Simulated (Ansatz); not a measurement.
# Ligand exchange: CH2Cl2 + GeH3I → CH2ClI + GeH3Cl

Species: CH2Cl2 (dichloromethane) `ClCCl`, singlet; GeH3I `[GeH3][I]`, singlet; CH2ClI `ClCI`, singlet; GeH3Cl (chlorogermane) `[Cl][GeH3]`, singlet. The partners trade Cl for I: C–Cl and Ge–I bonds give way to C–I and Ge–Cl.

Shapes, held fixed at every level: PBE0-D4/def2-TZVP. Programs: Ansatz 0.2.0. The zero-point and thermal change to 298 K, harmonic and unscaled (PBE0-D4/def2-TZVP), is -1.0 kJ/mol.

| level | kind | ΔH(298 K) (kJ/mol) | less CCSD(T)/def2-TZVPP |
| --- | --- | --- | --- |
| PBE0-D4/def2-TZVPP | global hybrid | +1.0 | +8.1 |
| wB97M-V/def2-TZVPP | range-separated hybrid | -2.0 | +5.1 |
| B2PLYP/def2-TZVPP | double hybrid | -4.8 | +2.3 |
| MP2/def2-SVP | perturbation theory | +1.7 | +8.8 |
| MP2/def2-TZVPP | perturbation theory | -7.5 | -0.4 |
| CCSD(T)/def2-SVP | coupled cluster or CI | +2.2 | +9.3 |
| CCSD/def2-TZVPP | coupled cluster or CI | -6.1 | +1.0 |
| CCSD(T)/def2-TZVPP | coupled cluster or CI | -7.1 | 0.0 |

The highest level, CCSD(T)/def2-TZVPP, gives ΔH(298 K) = -7.1 kJ/mol; the levels span -7.5 to +2.2. They disagree on the sign: 3 of 8 are positive. The column of differences is taken from that level and isn't an error. No measured value is set beside it here. For atoms past krypton def2 sets carry core potentials with scalar relativity. Relativity is left out for Ge. Outer-core shells of Ge, I are correlated, in sets that cover them unevenly.
